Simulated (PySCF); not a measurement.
SMILES [C](O)(C)CO, doublet, PBE0/def2-SVP optimised geometry. Atoms within 1.6 Å of the plane z = 0.0 Å (x, y, z in Å): C1 (0.05, 1.02, 0.00), C2 (-0.48, 0.29, -1.18), O3 (-1.81, 0.50, -1.39), C4 (0.06, -1.05, -1.56), O5 (-0.21, -2.06, -0.60), H6 (-0.28, 0.56, 0.95), H7 (1.15, 1.02, 0.00), H8 (-0.30, 2.06, 0.00), H12 (-1.15, -2.03, -0.41).

Level of theory: unrestricted PBE0/def2-TZVP run with PySCF. Cells within 0.4 Å of a nucleus heavier than hydrogen are left out (blank, or x).

Map of the log10 of the electron density (e/bohr³), floored at −4 on the plane z = 0.0 Å:

```
|000000000000000000000000000|
|000000000000000000000000000|
|000000000000000000000000000|
|000000000012222100000000000|
|000000000233443210000000000|
|000000001345655432100000000|
|000000012457876543210000000|
|000000013468997654321000000|
|000001123468998776532000000|
|0000122335689x9887642100000|
|000012344568xxx998643100000|
|0000234445689x9988643100000|
|000023445567888776532000000|
|000023344556776655421000000|
|000012334455665443210000000|
|000001233345554432110000000|
|000000123455665432100000000|
|000000134567776542100000000|
|000000235678987643100000000|
|000000235788998643100000000|
|000000135678887642100000000|
|000000124566776542000000000|
|000000012345555431000000000|
|000000001223443210000000000|
|000000000012222100000000000|
|000000000000000000000000000|
|000000000000000000000000000|
```
Scale: ten equal steps from -4.00 (start of '0') to -0.414 (end of '9'), in the order '0123456789'; x runs from -4.50 to 4.50, y from -4.50 (bottom) to 4.50 (top).
